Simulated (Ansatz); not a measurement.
Ansatz (a first-principles code) input:

Ansatz 0.2 input:
```yaml
crystal:
  periodic: [false, false, false]
  atoms:
    - {symbol: C, position_ang: [2.94221245, 0.59951486, -0.22621355]}
    - {symbol: C, position_ang: [2.25999723, -0.77323867, -0.09438751]}
    - {symbol: C, position_ang: [1.21942471, -0.82111382, 0.96964766]}
    - {symbol: C, position_ang: [-0.22832096, -0.96955145, 0.66128513]}
    - {symbol: C, position_ang: [-0.86345207, 0.30132387, 0.05724375]}
    - {symbol: C, position_ang: [-2.33495867, 0.10806597, -0.27814118]}
    - {symbol: O, position_ang: [-2.95200825, 1.28724745, -0.78409585]}
    - {symbol: H, position_ang: [2.21793219, 1.37328332, -0.48633969]}
    - {symbol: H, position_ang: [3.41268976, 0.88949472, 0.71531937]}
    - {symbol: H, position_ang: [3.71542138, 0.58051874, -0.99756031]}
    - {symbol: H, position_ang: [1.81734488, -1.05201025, -1.05579387]}
    - {symbol: H, position_ang: [3.03922199, -1.51985083, 0.10958642]}
    - {symbol: H, position_ang: [1.52033001, -0.59694683, 1.98718774]}
    - {symbol: H, position_ang: [-0.78120258, -1.23964608, 1.56525727]}
    - {symbol: H, position_ang: [-0.37222025, -1.79151662, -0.05272865]}
    - {symbol: H, position_ang: [-0.76126507, 1.13534678, 0.75552475]}
    - {symbol: H, position_ang: [-0.31902824, 0.57889712, -0.85214659]}
    - {symbol: H, position_ang: [-2.89532945, -0.14857761, 0.62282761]}
    - {symbol: H, position_ang: [-2.45205495, -0.72514251, -0.98389557]}
    - {symbol: H, position_ang: [-2.49518971, 1.54816575, -1.59107750]}
basis:
  gaussian:
    orbitals: def2-TZVP
hamiltonian:
  xc: b3lyp
  dispersion: d3bj
magnetization: {spin_polarized: true, initial_magnetization: 1}
phonons: {temperatures: {t_min: 298.15, t_max: 298.15, t_step: 100}}
```

### Question
Predict the final energy.

### Answer
-311.77963 Eh (B3LYP-D3(BJ)/def2-TZVP). The basis has 295 functions.

It need not be the lowest isomer of its formula.
